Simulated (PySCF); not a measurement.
[La(NH3)]3+ at several levels of theory

Computed with PySCF 2.14.0 (density fitting, no spin-orbit coupling) at the geometry relaxed with PBE0:

```xyz
5
[La(NH3)]3+ (singlet)
La    0.0000    0.0000   -0.2130
N     0.0000    0.0000    2.2648
H     0.9402    0.0000    2.7177
H    -0.4701    0.8142    2.7177
H    -0.4701   -0.8143    2.7177
```

```
 level                                              basis    state  HOMO (eV)  gap (eV)  charge on La1 (e)  population of f-type functions on La1 (core shells left out)  dipole about the centre of mass (D)  largest force component (eV/Å)
  PBE0     La def2-SVP with ECP46, N def2-SVP, H def2-SVP  singlet     -26.64      7.11               2.50                                                          0.04                                 3.10                            0.00
r2SCAN                                           the same  singlet     -25.47      5.64               2.50                                                          0.04                                 3.15                            0.11
  PBE0  La def2-TZVP with ECP46, N def2-TZVP, H def2-TZVP  singlet     -26.59      7.09               2.56                                                          0.03                                 3.14                            0.34
```

Charges are Mulliken's, which hang on the basis. The relaxation used the grid (50, 194), these runs (75, 302) or, all-electron (x2c bases, spin-free X2C Hamiltonian), (99, 590).

**Question.** What does M06-L with La def2-SVP with ECP46, N def2-SVP, H def2-SVP give here?

**Answer.** state singlet, HOMO (eV) -25.40, gap (eV) 5.54, charge on La1 (e) 2.53, population of f-type functions on La1 (core shells left out) 0.03, dipole about the centre of mass (D) 2.96, largest force component (eV/Å) 0.23. Time: 14 s on 2 threads of Intel(R) Xeon(R) Processor @ 2.50GHz (Skylake/Cascade Lake) (shared host), from an already converged density.

In the first row's basis the gap widens with exact exchange: 5.5 to 5.6 eV for M06-L, r2SCAN (none); 7.1 eV for PBE0 (a fixed share).
